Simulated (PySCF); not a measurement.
C₃H₆AlF, SMILES C=[CH][Al]([CH3])[F].

Coordinates come from a B3LYP-D3(BJ)/def2-SVP optimisation. The structure was generated by enumeration; whether it is a known compound was not checked. One conformer was computed; it need not be the lowest.

Method: TDA-ωB97X/def2-SVPD (PySCF).

Vertical excitations. 

Computed UV-visible absorptions:
```
state  energy (eV)  λ (nm)      f                                                                 main pairs
-----  -----------  ------  -----  -------------------------------------------------------------------------
S1            5.68     218  0.001                                                             HOMO→LUMO 92 %
S2            7.01     177  0.397                                                           HOMO−1→LUMO 90 %
S3            7.27     171  0.006                                         HOMO→LUMO+2 48 %, HOMO−2→LUMO 40 %
S4            7.45     166  0.102                                                           HOMO→LUMO+1 81 %
S5            7.65     162  0.098                                                         HOMO−1→LUMO+1 78 %
S6            8.24     150  0.012                                         HOMO−2→LUMO 44 %, HOMO→LUMO+2 38 %
S7            8.50     146  0.007                     HOMO−5→LUMO 46 %, HOMO−7→LUMO 18 %, HOMO−1→LUMO+3 12 %
S8            8.55     145  0.016                                      HOMO−1→LUMO+3 60 %, HOMO−1→LUMO+4 9 %
S9            8.60     144  0.018                                       HOMO→LUMO+3 56 %, HOMO−1→LUMO+2 10 %
S10           8.72     142  0.201  HOMO−1→LUMO+2 35 %, HOMO−2→LUMO+1 22 %, HOMO→LUMO+3 20 %, HOMO→LUMO+4 7 %
T1            4.15     299      0                                       HOMO−1→LUMO 78 %, HOMO−1→LUMO+2 16 %
T2            5.15     241      0                                                             HOMO→LUMO 84 %
T3            6.77     183      0                          HOMO−2→LUMO 43 %, HOMO→LUMO+2 42 %, HOMO→LUMO 9 %
T4            6.84     181      0                                                           HOMO→LUMO+1 76 %
```
Triplets are in the Tamm–Dancoff approximation.
